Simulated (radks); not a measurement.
Effect of the nuclear size on neutral neon, [Ne]. All-electron calculation, Dirac Kohn-Sham, exchange-only LDA, spin-unpolarised, spherical densities, finite nucleus; Fermi nuclear charge, rms radius 3.0055 fm. Program: a radial shooting solver on a logarithmic mesh with Libxc functionals. The rms radius is varied about that value; shifts are against it.

| rms radius (fm) | total energy shift (eV) | density at nucleus (e/bohr^3) | 1s1/2 shift (meV) |
|---|---|---|---|
| 2.6599 | -0.000255 | 639.9 | -0.105 |
| 2.738 | -0.000200 | 639.7 | -0.082 |
| 3.0055 | 0 | 639.3 | 0.000 |
| 3.1077 | 0.0000812 | 639.2 | 0.034 |
| 3.5705 | 0.000482 | 638.6 | 0.199 |

Slopes of the eigenvalues against <r^2> in GHz/fm^2, as finite differences over the two radii next to the reference (eigenvalue slopes, not the field-shift constants of lines): 1s1/2 13.0.
